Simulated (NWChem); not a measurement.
# Correlation energy of F$_{2}$Ge

```xyz
3

Ge     0.0000     0.0000    -0.4160
F      1.3105     0.0000     0.7395
F     -1.3105     0.0000     0.7395
```
Charge 0, spin multiplicity 1.

Everything below was run with NWChem. All single points use one geometry, from PBE0/def2-SVP, a minimum by its harmonic frequencies.

Basis set: 6-311G**. Each correlation energy counts from its own Hartree-Fock reference.

The Hamiltonian is non-relativistic. The correlated methods keep 11 core orbitals frozen. The Pople sets run with spherical d functions. The structure started from a generated list of species. Coupled-cluster values serve here as a point of comparison, not as the truth.

For the correlation energy, SCS-MP2 gives -605.6 mHa and CCSD(T) gives -650.9 mHa. What do CCSD+T(CCSD), CCSD, CR-CCSD[T] give?

CCSD+T(CCSD): -653.4 mHa; CCSD: -633.3 mHa; CR-CCSD[T]: -649.0 mHa.
